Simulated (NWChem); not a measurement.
# GaH$_{2}$F; SMILES [GaH2][F]

```xyz
4

Ga     0.0000     0.0000    -0.3468
H      0.0000     1.4231    -0.9761
H      0.0000    -1.4231    -0.9761
F      0.0000     0.0000     1.4115
```
Atoms are numbered in this order, from 1.

The geometry was optimised at PBE0-D3(BJ)/def2-TZVP.

Symmetry labels are those of C2v in the frame above (b1 and b2, or b-type labels, depend on it).

Q: List the 4 lowest vertical singlet excitations and the 4 lowest triplet ones from B3LYP/def2-SVPD, TDA (NWChem).

A: 
```csv
state,energy (eV),oscillator strength,symmetry,leading excitation (squared amplitude)
S1,5.62,0.000,a2,HOMO → LUMO (1.00)
S2,7.48,0.053,b1,HOMO−1 → LUMO (0.97)
S3,7.52,0.000,a2,HOMO−3 → LUMO (1.00)
S4,7.61,0.024,b2,HOMO → LUMO+1 (0.71)
T1,5.18,spin-forbidden,a2,HOMO → LUMO (0.99)
T2,6.48,spin-forbidden,b2,HOMO → LUMO+1 (0.87)
T3,6.86,spin-forbidden,b1,HOMO−1 → LUMO (0.98)
T4,7.02,spin-forbidden,a1,HOMO−2 → LUMO (0.99)
```
